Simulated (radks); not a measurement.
The molybdenum ion Mo1.5+, configuration [Kr] 4d3 5s1.5 (fractional occupations, a model configuration). Calculated with a radial shooting solver on a logarithmic mesh with Libxc functionals: scalar-relativistic Kohn-Sham, PBE, spin-unpolarised, spherical densities, finite nucleus; Fermi nuclear charge, rms radius 4.4091 fm. Some entries of the table are withheld. Estimate them.

orbital  occ.  eigenvalue (eV)  <r> (bohr)  r(max) (bohr)
1s          2              (1)     0.03517        0.02287
2s          2        -2818.241      0.1537         0.1296
2p          6        -2521.428      0.1340         0.1036
3s          2        -495.0439      0.4288         0.3836
3p          6        -397.7690      0.4305            (2)
3d         10        -239.5368      0.4152         0.3226
4s          2         -82.2379       1.098         0.9866
4p          6         -56.0285       1.217          1.066
4d          3         -19.4765       1.683          1.322
5s        1.5         -15.6264       2.933          2.604

Answer. 
(1) 1s eigenvalue (eV): -19840.34
(2) 3p r(max) (bohr): 0.3772
